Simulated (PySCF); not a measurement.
Computed IR spectrum (relative IR intensity) of a molecule C₂H₉GeN. Geometry: PBE-D3(BJ)/def2-SVP. Other conformers were not sampled. Calculation: PySCF with PBE-D3(BJ)/def2-SVP. Frequencies are harmonic and unscaled.

ν (cm⁻¹): 146 (w), 163 (w), 280 (vw), 462 (w), 541 (m), 569 (m), 633 (m), 670 (w), 688 (m), 763 (s), 843 (m), 902 (w), 945 (vw), 955 (vw), 1029 (w), 1424 (vw), 1430 (vw), 1509 (w), 1994 (vs), 2072 (s), 2959 (m), 2985 (w), 3035 (vw), 3041 (w), 3054 (w), 3431 (vw), 3521 (vw) (against the strongest line: vs over 80 %, s over 45 %, m over 15 %, w over 4 %, vw less)

Question: Pick the molecule that these values belong to.
(A) C[N](C)[GeH3]
(B) [CH3][GeH2][CH2]N
(C) [CH3][GeH]([CH3])[NH2]
(D) C[CH2][GeH2][NH2]

Answer: D, C[CH2][GeH2][NH2]
